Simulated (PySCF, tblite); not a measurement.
Task: What does the GFN2-xTB structure of `OP(O)(=O)c1ccncc1` look like in three dimensions?

Result: 
```
atom  x, y, z in Å
O1    -2.4663   -1.3431   -0.6590
P2    -1.8515   -0.2009    0.0045
O3    -2.2215   -0.1136    1.5573
O4    -2.3480    1.2304   -0.5586
C5    -0.0342   -0.1228   -0.0562
C6     0.6724    1.0481   -0.2762
C7     2.0582    0.9717   -0.3037
N8     2.7272   -0.1532   -0.1261
C9     2.0456   -1.2661    0.0841
C10    0.6599   -1.3083    0.1259
H11   -2.0037    0.7261    1.9632
H12   -2.8225    1.0884   -1.3770
H13    0.1578    1.9850   -0.4248
H14    2.6634    1.8524   -0.4754
H15    2.6396   -2.1594    0.2242
H16    0.1158   -2.2259    0.2863
```

Orientation and origin are arbitrary. Atoms count from 1 in this order. N8 (pyridine-type nitrogen) is bent (angle 118.5°). Of the pairs four or more bonds apart, O4···H13 is among the closest relative to their van der Waals radii: 2.62 Å, 96 % of the sum of Bondi's values. O3 (hydroxyl oxygen) is bent (angle 114.0°). P2 (phosphoryl phosphorus) is distorted tetrahedral (angles from 102.6° to 116.1°).

Bonds between heavy atoms (Å): O1=P2 1.457, P2–O3 1.599, P2–O4 1.616, P2–C5 1.820, C5–C6 1.385, C6–C7 1.388, C7–N8 1.321, N8–C9 1.322, C9–C10 1.387, C5–C10 1.386.

Computed geometry: GFN2-xTB, gas phase.

Point group: C1 (no symmetry element, even within 0.4 Å). Its lowest GFN2-xTB frequency is 9i cm⁻¹, too small to tell a flat minimum from a shallow saddle. One conformer, not necessarily the lowest (O1–P2–O3–H -166°, O1–P2–O4–H -13°, O1–P2–C5–C6 139°). 2 starts were optimised and ended at 0.00 and 0.11 kcal/mol (GFN2-xTB); the lowest of these is shown.
